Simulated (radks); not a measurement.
The mean radii <r> (bohr) of the occupied orbitals of an atom or ion are listed with their occupations. Calculated with a radial shooting solver on a logarithmic mesh with Libxc functionals: Dirac Kohn-Sham, BLYP, spin-unpolarised, spherical densities, point nucleus.

| orbital | occ. | <r> |
|---|---|---|
| 1s1/2 | 2 | 0.08104 |
| 2s1/2 | 2 | 0.3878 |
| 2p1/2 | 2 | 0.3489 |
| 2p3/2 | 4 | 0.3514 |
| 3s1/2 | 2 | 1.266 |
| 3p1/2 | 2 | 1.423 |
| 3p3/2 | 4 | 1.432 |

Name the element and its charge. Open shells, if any, fill j = l - 1/2 first.

Answer. Z = 19, potassium, charge +1: K+ in [Ar]. The 1s radius gives Z: for a bare nucleus <r> = (2 gamma + 1)/(2Z) with gamma = sqrt(1 - (Z/c)^2), 0.07844 bohr for Z = 19, and screening makes it slightly larger (0.08104 here). The occupations add up to 18, and the charge is Z minus that.
